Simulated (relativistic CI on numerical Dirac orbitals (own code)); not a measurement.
## Mg III: what numerical and physical settings do to a radial Dirac CI calculation

Reference input:

```
atom Mg  Z=12  charge=2  electrons=10
nucleus A=24  rms_radius_fm=3.0570
hamiltonian dirac-coulomb  breit=on  qed=on  c_scale=1
orbitals kli  potential=per-configuration
slater_scale 1
correlation none
mixing on
grid step=0.0125 r_max=24.9
scf mixing=0.4 start=green max_iterations=150 tolerance=2e-08 node_fill=0.05
configurations
  [He] 2s2 2p6
end
```

Computed lowest total energy -199.09531 Ha, 10 SCF steps. Runs with settings changed; * marks those that are bad on purpose (the QED terms keep the true α when c is scaled):

```csv
Changed,Outcome,Lowest level,ΔE (Ha),First excitation (cm⁻¹),SCF steps,Message
"nuclear radius 3.3627 fm, SCF mixing 0.9",converged,2p⁶ ¹S0,8.71e-06,,8,
"start potential previous, speed of light × 2",converged,2p⁶ ¹S0,0.214,,11,
end of the grid at 74.7 bohr,converged,2p⁶ ¹S0,2.84e-14,,10,
"SCF tolerance 1e-05, grid step 0.008",converged,2p⁶ ¹S0,-1.27e-05,,8,
configuration list: extra electron *,refused,,,,0,"configuration [Ne] 3s has 11 electrons, the ion has 10"
SCF tolerance 1e-14 *,converged,2p⁶ ¹S0,8.57e-11,,28,
```

With so few configurations and no correlation, terms lie too far apart (by 10 to 50 % near neutrality), their order can be wrong, and levels of other configurations are missing.
